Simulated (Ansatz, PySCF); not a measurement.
N-methyl-N-silylethenamine (C3H9NSi), SMILES C=CN([SiH3])C.

Geometry optimised at B3LYP-D3(BJ)/def2-SVP. The values are those of a single conformer.

Vertical ionisation energy (IE) and electron affinity (EA) in eV. Rows of orbital energies are one-electron estimates. Where ΔSCF, EOM or ADC give a negative EA the extra electron is unbound and the value depends on the basis.

| level | IE | EA |
|---|---|---|
| −ε(HOMO), −ε(LUMO), CAM-B3LYP/def2-TZVP (PySCF) | ___ | ___ |
| −ε(HOMO), −ε(LUMO), PBE/def2-TZVP (PySCF) | 4.87 | 0.42 |
| ΔSCF, PBE0/def2-TZVPD (Ansatz), final states of multiplicity 2 and 2 | 7.82 | -1.02 |
| ΔSCF, PBE/def2-TZVPD (Ansatz), final states of multiplicity 2 and 2 | 7.78 | -0.88 |

Task: What belongs in the gaps? (An estimate is asked for; the answer gives what the named calculation found.)

Result: 
- −ε(HOMO), −ε(LUMO), CAM-B3LYP/def2-TZVP (PySCF), IE: 7.23
- −ε(HOMO), −ε(LUMO), CAM-B3LYP/def2-TZVP (PySCF), EA: -1.53

Task: What vertical singlet–triplet gap does ΔSCF give with PBE0/def2-TZVPD (Ansatz, a program for electronic structure) and with PBE/def2-TZVPD (Ansatz)? (Estimate from the structure and the level; the computed values follow.)

Result: 3.79 and 3.82 eV (triplet above singlet where positive).
